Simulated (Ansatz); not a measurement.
Dissociation curve of SiBe, lowest triplet found (which spin is the ground state isn't settled by this scan).

Computed with: ROHF/aug-cc-pVDZ (Ansatz, a first-principles code); UKS-CAM-B3LYP = unrestricted CAM-B3LYP/aug-cc-pVDZ run with Ansatz; ROMP2 = MP2 on ROHF/aug-cc-pVDZ, frozen core (Ansatz); ROCCSDT = Ansatz with CCSDT on ROHF/aug-cc-pVDZ, frozen core.

Energies are in kJ/mol, each relative to the lowest point of its own curve between 1.80 and 2.60 Å, where full CI is lowest.

```json
[
 {"R / Å": "1.49", "ROHF": "449.2", "UKS-CAM-B3LYP": "412.6", "ROMP2": "461.5", "ROCCSDT": "462.6"},
 {"R / Å": "1.63", "ROHF": "223.9", "UKS-CAM-B3LYP": "197.2", "ROMP2": "231.5", "ROCCSDT": "233.1"},
 {"R / Å": "1.72", "ROHF": "134.4", "UKS-CAM-B3LYP": "(withheld)", "ROMP2": "137.7", "ROCCSDT": "139.3"},
 {"R / Å": "1.80", "ROHF": "81.0", "UKS-CAM-B3LYP": "62.5", "ROMP2": "80.2", "ROCCSDT": "81.6"},
 {"R / Å": "1.87", "ROHF": "49.6", "UKS-CAM-B3LYP": "33.6", "ROMP2": "45.2", "ROCCSDT": "46.5"},
 {"R / Å": "1.96", "ROHF": "(withheld)", "UKS-CAM-B3LYP": "11.5", "ROMP2": "16.5", "ROCCSDT": "17.5"},
 {"R / Å": "2.02", "ROHF": "15.7", "UKS-CAM-B3LYP": "3.6", "ROMP2": "5.3", "ROCCSDT": "5.9"},
 {"R / Å": "2.07", "ROHF": "(withheld)", "UKS-CAM-B3LYP": "0.2", "ROMP2": "0.0", "ROCCSDT": "0.0"},
 {"R / Å": "2.17", "ROHF": "3.5", "UKS-CAM-B3LYP": "0.0", "ROMP2": "(withheld)", "ROCCSDT": "62.3"},
 {"R / Å": "2.24", "ROHF": "0.0", "UKS-CAM-B3LYP": "3.7", "ROMP2": "50.7", "ROCCSDT": "57.1"},
 {"R / Å": "2.35", "ROHF": "1.8", "UKS-CAM-B3LYP": "13.3", "ROMP2": "51.4", "ROCCSDT": "55.4"},
 {"R / Å": "2.46", "ROHF": "10.0", "UKS-CAM-B3LYP": "25.6", "ROMP2": "58.0", "ROCCSDT": "59.1"},
 {"R / Å": "2.60", "ROHF": "25.9", "UKS-CAM-B3LYP": "42.0", "ROMP2": "—", "ROCCSDT": "—"},
 {"R / Å": "2.82", "ROHF": "34.9", "UKS-CAM-B3LYP": "65.3", "ROMP2": "—", "ROCCSDT": "—"},
 {"R / Å": "3.03", "ROHF": "41.0", "UKS-CAM-B3LYP": "82.1", "ROMP2": "—", "ROCCSDT": "—"},
 {"R / Å": "3.31", "ROHF": "46.0", "UKS-CAM-B3LYP": "97.1", "ROMP2": "—", "ROCCSDT": "—"},
 {"R / Å": "3.68", "ROHF": "49.4", "UKS-CAM-B3LYP": "108.2", "ROMP2": "—", "ROCCSDT": "—"},
 {"R / Å": "4.11", "ROHF": "51.1", "UKS-CAM-B3LYP": "114.5", "ROMP2": "—", "ROCCSDT": "—"},
 {"R / Å": "4.55", "ROHF": "51.8", "UKS-CAM-B3LYP": "(withheld)", "ROMP2": "—", "ROCCSDT": "—"},
 {"R / Å": "5.14", "ROHF": "52.2", "UKS-CAM-B3LYP": "118.6", "ROMP2": "—", "ROCCSDT": "—"},
 {"R / Å": "5.99", "ROHF": "52.4", "UKS-CAM-B3LYP": "119.0", "ROMP2": "—", "ROCCSDT": "—"},
 {"R / Å": "7.06", "ROHF": "52.5", "UKS-CAM-B3LYP": "(withheld)", "ROMP2": "—", "ROCCSDT": "—"}
]
```

What belongs in the gaps?


- 1.72, UKS-CAM-B3LYP: 112.5
- 1.96, ROHF: 24.9
- 2.07, ROHF: 11.2
- 2.17, ROMP2: 54.9
- 4.55, UKS-CAM-B3LYP: 117.3
- 7.06, UKS-CAM-B3LYP: 119.1

Dashes: no converged value, or the column stops at the first point that the program doubted or that broke a chosen test of continuity, which isn't proof of a fault.

The unrestricted determinant behind UKS-CAM-B3LYP is spin-contaminated at 2.02 to 2.60 Å (<S²> up to 2.2, against 2.00 for a pure triplet). The T1 diagnostic of CCSD on the restricted reference of ROMP2, ROCCSDT exceeds 0.045 at 1.49 to 2.07, 2.46 to 2.60 Å. At the minimum ROCCSDT lies far from FCI: another state is possible.
